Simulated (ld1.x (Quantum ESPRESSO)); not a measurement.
**Before and after: TM semilocal potential for lead (Pb)**

- Element: Pb (Z = 82)
- Generator: ld1.x (Quantum ESPRESSO) 7.5
- Type: norm-conserving Troullier–Martins (semilocal form)
- Functional: PBE
- Relativity: scalar-relativistic
- Frozen core: [Xe] 4f14
- Valence charge: 14
- Reference configuration: 5d10 6s2 6p0 (charge +2)
- Partial waves: 6s (bound): rc 1.70 bohr; 5d (bound): rc 1.45 bohr; 6p (bound, empty): rc 2.25 bohr
- Local potential: the p channel
- Core correction: none

Change: wave 6s (bound): rc 1.70 bohr becomes 6s (bound): rc 1.62 bohr.

Cutoffs: the cutoffs (Ry, on a coarse ladder) from which the occupation-weighted sum of valence levels, in a spherical-Bessel basis at the reference potential, stays within 10 and 1 mRy of its value at 400 Ry; they do not see the model core or the augmentation charge, which bear on the density cutoff. Errors are all-electron minus pseudo energies relative to the spin-unpolarised reference configuration.

How do hardness, ghosts and transferability respond?

The potential gets neither clearly harder nor softer (55 Ry and 100 Ry → 55 Ry and 100 Ry); the d channel sets the loose cutoff, while the largest relative change is in s, which becomes harder; of the 7 tests that both files solve, the error grows in 1 and shrinks in 2 by more than 15 % and 0.3 meV (median size 11.1 → 11.0 meV); neither file shows a bound ghost. A semilocal file is local in each channel, so a ghost entry of none says nothing of the separable form that plane-wave codes build from it.

| quantity | base | changed |
| --- | --- | --- |
| cutoff, loose | 55 Ry | 55 Ry |
| cutoff, tight | 100 Ry | 100 Ry |
| loose cutoff by channel (10 mRy a level) | s 25 Ry, d 45 Ry | s 30 Ry, d 45 Ry |
| bound ghosts | none | none |
| error for 5d10 6s2 6p2, meV [ΔE -20.02 eV] | +23 | +22 |
| error for 5d10 6s2 6p1, meV [ΔE -13.44 eV] | +11 | +11 |
| error for 5d10 6s1 6p0, meV [ΔE 32.41 eV] | +4.7 | +5.8 |
| error for 5d10 6s2 6p1.5, meV [ΔE -17.53 eV] | +17 | +17 |
| error for 5d10 6s1 6p2, meV [ΔE -3.92 eV] | +1.6 | +0.4 |
| error for 5d10 6s1 6p3, meV [ΔE -11.28 eV] | +9.5 | +7.8 |
| error for 5d9 6s2 6p3, meV [ΔE -0.69 eV] | -185 | -182 |
| s: phases at 2.46 bohr within 0.05 rad from the reference energy up to (Ry; the scan ends near 5) | 1.0 | 0.7 |
| p: phases at 2.46 bohr within 0.05 rad from the reference energy up to (Ry; the scan ends near 5) | 2.6 | 2.6 |
| d: phases at 2.46 bohr within 0.05 rad from the reference energy up to (Ry; the scan ends near 5) | to the end of the scan | to the end of the scan |
